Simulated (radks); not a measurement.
Polarisability of the iodine ion I3+, [Kr] 4d10 5s2 5p2, at imaginary frequency. All-electron calculation, non-relativistic Kohn-Sham, LDA (Slater exchange, Perdew-Wang correlation), spin-polarised, spherical densities, point nucleus; open shells are filled with parallel spins first (spin-orbit coupling, left out, can overturn this in heavy ions); relativity is left out, which matters for an element this heavy. Program: a radial shooting solver on a logarithmic mesh with Libxc functionals. Response by self-consistent Sternheimer equations with the Hartree and adiabatic LDA kernel.

w (hartree)  alpha1(iw) (bohr^3)
0.00266                    10.67
0.0143                     10.66
0.0360                     10.63
0.0697                     10.53
0.118                      10.29
0.186                      9.781
0.280                      8.878
0.413                      7.508
0.605                      5.787
0.892                      4.036
1.35                       2.585
2.12                       1.536
3.59                      0.8016
6.94                      0.3113
17.5                     0.07112

Static values: alpha1 = 10.67 bohr^3 (1.581 angstrom^3; uncoupled 19.00). C6 = 60.44, triple-dipole C9 = 451.5 atomic units. One-pole (London) frequency 4 C6 / (3 alpha1^2) = 0.708 hartree, against 1.290 for minus the highest occupied eigenvalue. The dipole shielding factor is 0.943, as the force sum rule N/Z = 0.943 demands.
